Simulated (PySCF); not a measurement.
Coordinates in bohr (charge 0 multiplicity 2):
```
Bi    0.0000    0.0000    0.0000
S     0.0000    0.0000    4.4761
S     0.0000    0.0000   -4.4761
```

Method: UPBE0 in PySCF with Bi def2-TZVP with ECP60, S def2-TZVP; scalar-relativistic core potentials, no spin–orbit coupling; density-fitted integrals.

This geometry of BiS2 is a stationary point at this level.

Task: What is the point group?

Result: D∞h.

Task: Is it a minimum?

Result: No: it has 2 imaginary modes (one degenerate set), at 174i cm⁻¹ (πu).

Task: Which band is strongest in the infrared?

Result: 329 cm⁻¹ (σu+), 65 km/mol.

Task: What are the dipole moment and the gap between the highest occupied and lowest empty levels of either spin?

Result: 0.00 D and 2.69 eV.

Other isomers or separated fragments may lie lower. At this level a doublet minimum of C2v symmetry lies 103 kJ/mol below this structure. With an element this heavy the missing spin–orbit coupling can shift these numbers.
